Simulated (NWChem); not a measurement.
System meant: CH2Cl2O2Si; SMILES O=CO[SiH](Cl)Cl

Here is an NWChem input.

```
start job
memory heap 200 mb stack 900 mb global 1100 mb
geometry units angstroms noautoz
  O      1.064960    -2.025083     0.000000
  C     -0.115810    -2.186109     0.000000
  O     -1.026582    -1.196490     0.000000
  Si    -0.687585     0.455177     0.000000
  Cl     0.351500     0.969073     1.678503
  Cl     0.351500     0.969073    -1.678503
  H     -0.625469    -3.171628     0.000000
  H     -2.009971     1.102114     0.000000
end
basis spherical
  * library def2-svp
end
dft
  odft
  mult 2
  xc pbe0
  iterations 150
  mulliken
end
task dft energy
```

End of the output:

```
 Summary of "ao basis" -> "ao basis" (spherical)
 ------------------------------------------------------------------------------
       Tag                 Description            Shells   Functions and Types
 ---------------- ------------------------------  ------  ---------------------
 O                          def2-svp                 6       14   3s2p1d
 C                          def2-svp                 6       14   3s2p1d
 Si                         def2-svp                 8       18   4s3p1d
 Cl                         def2-svp                 8       18   4s3p1d
 H                          def2-svp                 3        5   2s1p

 Summary of "ao basis" -> "ao basis" (spherical)
 ------------------------------------------------------------------------------
       Tag                 Description            Shells   Functions and Types
 ---------------- ------------------------------  ------  ---------------------
 O                          def2-svp                 6       14   3s2p1d
 C                          def2-svp                 6       14   3s2p1d
 Si                         def2-svp                 8       18   4s3p1d
 Cl                         def2-svp                 8       18   4s3p1d
 H                          def2-svp                 3        5   2s1p

      Symmetry analysis of basis
      --------------------------

        a'         69
        a"         37

  number of electrons :                   72
  multiplicity        :                    2
 ------------------------------------------------------------------------
  no. of electrons and multiplicity not compatible                  72
 ------------------------------------------------------------------------
 ------------------------------------------------------------------------
  current input line :
    23: task dft energy
 ------------------------------------------------------------------------
 ------------------------------------------------------------------------
 There is an error in the input file
 ------------------------------------------------------------------------
 For more information see the NWChem manual at https://nwchemgit.github.io

0: no. of electrons and multiplicity not compatible:Received an Error in Communication
```

Can this run be used? If not, why, and what is the fix?

The program refused the input. Cause: the multiplicity doesn't fit the number of electrons (an even count wants an odd multiplicity, and the reverse). This input runs:
```
start job
memory heap 200 mb stack 900 mb global 1100 mb
geometry units angstroms noautoz
  O      1.064960    -2.025083     0.000000
  C     -0.115810    -2.186109     0.000000
  O     -1.026582    -1.196490     0.000000
  Si    -0.687585     0.455177     0.000000
  Cl     0.351500     0.969073     1.678503
  Cl     0.351500     0.969073    -1.678503
  H     -0.625469    -3.171628     0.000000
  H     -2.009971     1.102114     0.000000
end
basis spherical
  O library def2-svp
  C library def2-svp
  Si library def2-svp
  Cl library def2-svp
  H library def2-svp
end
dft
  xc pbe0
  iterations 150
  mulliken
end
task dft energy
```
It converges to -1398.64614 Ha (PBE0/def2-SVP).
